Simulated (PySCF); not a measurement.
# Structure from 2D NMR

Compound of formula C7H11FSi. Correlations simulated from computed shifts and the bond graph:

HSQC (one-bond C–H):
```tsv
δH	δC
5.93	124.7
5.09	95.5
2.47	32.3
1.12	22.6
```

COSY cross peaks (H two or three bonds apart, from the bond graph; peaks can be absent where the dihedral angle is near 90°):
```tsv
δH	δH
5.93	4.62
5.09	4.62
2.47	1.12
```

HMBC (two and three bonds, from the bond graph):
```tsv
δH	δC
5.93	178.8, 174.0, 95.5, 32.3
5.09	178.8, 174.0, 124.7
4.62	178.8, 174.0, 124.7, 95.5
2.47	178.8, 174.0, 124.7, 22.6
1.12	174.0, 32.3, 22.6
```

Carbons without hydrogens: δ 178.8, 174.0.

[PySCF 2.14: PBE0-D3(BJ)/def2-SVP geometry; shieldings: GIAO PBE0/pcSseg-1; no relativistic terms; averaged over atoms made equivalent by symmetry, fast rotation or ring inversion; a single conformation; isolated molecule]

References, each an isolated molecule treated in the same way: $^{1}$H (σ = 31.27 ppm), $^{13}$C (σ = 184.41 ppm) against TMS.

Exchangeable hydrogens are left out of these lists.

Q: Assemble the structure.

A: `InChI=1S/C7H11FSi/c1-5(2)6-3-9-4-7(6)8/h3-5H,9H2,1-2H3`.

Mapped SMILES: `[CH3:1][CH:2]([CH3:3])[C:4]1=[CH:5][SiH2:6][CH:7]=[C:8]1[F:9]`. Each H is labelled by its parent atom.

δC 178.8 is C8, a fully substituted alkene carbon. δC 174.0 is C4, a fully substituted alkene carbon. δC 124.7 is C5, an alkene CH (δH 5.93). δC 95.5 is C7, an alkene CH (δH 5.09). δC 32.3 is C2, an allylic sp3 CH (δH 2.47). δC 22.6 is C1/C3, a methyl carbon (δH 1.12). HMBC from δH 5.93 reaches the proton-free carbons C8, C4. HMBC from δH 5.09 reaches the proton-free carbons C8, C4. HMBC from δH 4.62 reaches the proton-free carbons C8, C4. HMBC from δH 2.47 reaches the proton-free carbons C8, C4. COSY links 5.93–4.62, 5.09–4.62, 2.47–1.12.

This is the structure that produced the data.

Shifts are as computed. Against solution values, carbons near 30 ppm lie about +2 ppm off and those near 130 ppm about +5 ppm. Of 1211 compounds with measured shifts, 218 miss one by over three times the rms of a fit or turn the order of signals round; such compounds aren't used in these exercises.
